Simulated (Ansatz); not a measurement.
`C[CH2][Al]([Cl])[Br]` + H₂ → `C[CH2][AlH][Br]` + HCl at 600 K and 1 bar (hydrogenolysis of the Al–Cl bond).

Gas-phase electronic energies from Ansatz, PBE0-D4/def2-TZVP geometries. CCSD(T)/CBS is the MP2 limit (def2-TZVPP, def2-QZVPP) plus CCSD(T) − MP2 in def2-TZVPP, frozen cores. This one scheme is used for every species. For Br outer-core shells are correlated without core-valence functions, which leaves a few kJ/mol of doubt a bond. Scalar relativity is left out up to krypton. One conformer a species, not always the lowest.

```json
{"species": "`C[CH2][Al]([Cl])[Br]`", "CCSD(T)/CBS energy (Eh)": "-3354.38028", "H − E (kJ/mol)": "239.9", "S (J/(mol·K))": "477.9"}
{"species": "H₂", "CCSD(T)/CBS energy (Eh)": "-1.17544", "H − E (kJ/mol)": "43.9", "S (J/(mol·K))": "150.8"}
{"species": "`C[CH2][AlH][Br]`", "CCSD(T)/CBS energy (Eh)": "-2895.11728", "H − E (kJ/mol)": "247.0", "S (J/(mol·K))": "436.9"}
{"species": "HCl", "CCSD(T)/CBS energy (Eh)": "-460.38127", "H − E (kJ/mol)": "35.4", "S (J/(mol·K))": "207.2"}
```

H − E and S are ideal-gas, rigid-rotor, harmonic terms from PBE0-D4/def2-TZVP, for one conformer and one mirror image of each species. The MP2-based limit puts H₂ 0.8 mEh under its directly extrapolated value; such offsets cancel only in part. 1 Eh = 2625.50 kJ/mol, R = 8.31446 J/(mol·K).

By hand: ΔE, ΔH, ΔS and ΔG.

ΔE = (-2895.11728) + (-460.38127) − (-3354.38028) − (-1.17544) = 0.05717 Eh = 150.1 kJ/mol. Δ(H − E) = 247.0 + 35.4 − 239.9 − 43.9 = -1.4, so ΔH = 148.7 kJ/mol. ΔS = 436.9 + 207.2 − 477.9 − 150.8 = 15.4 J/(mol·K). ΔG = 148.7 − 600 × (15.4)/1000 = 139.5 kJ/mol.

By hand: the equilibrium constant, and the temperature at which ΔG would vanish if ΔH and ΔS stayed fixed.

log₁₀ K = −ΔG/(RT ln 10) = -12.1. ΔG = 0 at ΔH/ΔS = 9656 K, far beyond where these terms or the molecules hold.

ΔH outweighs TΔS. A doubt of 5 kJ/mol in ΔE shifts log₁₀ K by 0.4 here. Other conformers and mirror images would add mixing entropy, several J/(mol·K) or more a flexible species. Modes under 60 cm⁻¹, often nearly free rotors, make the harmonic entropy too high. These are equilibria of isolated gas molecules and say nothing of rates. Largest T1 diagnostic: 0.008 (customary marks: 0.02 for closed shells, 0.045 for open ones).
